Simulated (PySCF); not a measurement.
All values below come from M06-2X/def2-TZVP (PySCF 2.14.0). All species are isolated molecules in the gas phase. Delta-SCF ions had no search for a lower state. 

Reference species (SMILES): `BC#C` (neutral, multiplicity 1).

```
Quantity                                   Value
--------------------------------------  --------
LUMO                                    -1.44 eV
vertical ionisation energy (Delta-SCF)  10.69 eV
```

Changed species: `[BH2][GeH3]` (X = germyl; the reference has X = ethynyl).

**Question.** Predict the effect on the LUMO and vertical ionisation energy (Delta-SCF).

**Answer.** the LUMO drops by 0.05 eV, to -1.49 eV; the vertical ionisation energy (Delta-SCF) decreases by 0.05 eV, to 10.64 eV.
